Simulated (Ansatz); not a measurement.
`C#C[Si](C)(F)F` + HCl → `C[Si](F)(F)Cl` + acetylene at 600 K and 1 bar (ligand exchange at the Si–C bond).

Calculated with Ansatz (gas phase, PBE0-D4/def2-TZVP geometries, no zero-point term in ΔE). CBS: MP2 limit from def2 TZ/QZ plus the TZ coupled-cluster correction, frozen cores. This one scheme is used for every species.

```csv
species,CCSD(T)/CBS energy (Eh),H − E (kJ/mol),S (J/(mol·K))
`C#C[Si](C)(F)F`,-605.33750,229.2,452.3
HCl,-460.38127,35.4,207.2
`C[Si](F)(F)Cl`,-988.51588,172.4,415.4
`C#C`,-77.22717,96.2,235.4
```

H − E and S are ideal-gas, rigid-rotor, harmonic terms from PBE0-D4/def2-TZVP. 1 Eh = 2625.50 kJ/mol, R = 8.31446 J/(mol·K).

Question: By hand: ΔE, ΔH, ΔS and ΔG.

Answer: ΔE = (-988.51588) + (-77.22717) − (-605.33750) − (-460.38127) = -0.02428 Eh = -63.7 kJ/mol. Δ(H − E) = 172.4 + 96.2 − 229.2 − 35.4 = 4.0, so ΔH = -59.7 kJ/mol. ΔS = 415.4 + 235.4 − 452.3 − 207.2 = -8.7 J/(mol·K). ΔG = -59.7 − 600 × (-8.7)/1000 = -54.5 kJ/mol.

Question: By hand: the equilibrium constant, and the temperature at which ΔG would vanish if ΔH and ΔS stayed fixed.

Answer: log₁₀ K = −ΔG/(RT ln 10) = 4.7. ΔG = 0 at ΔH/ΔS = 6862 K, far beyond where these terms or the molecules hold.

The number of gas molecules stays the same, so ΔS is small and ΔH decides. A doubt of 5 kJ/mol in ΔE shifts log₁₀ K by 0.4 here. These are equilibria of isolated gas molecules and say nothing of rates. Largest T1 diagnostic: 0.013 (customary marks: 0.02 for closed shells, 0.045 for open ones).
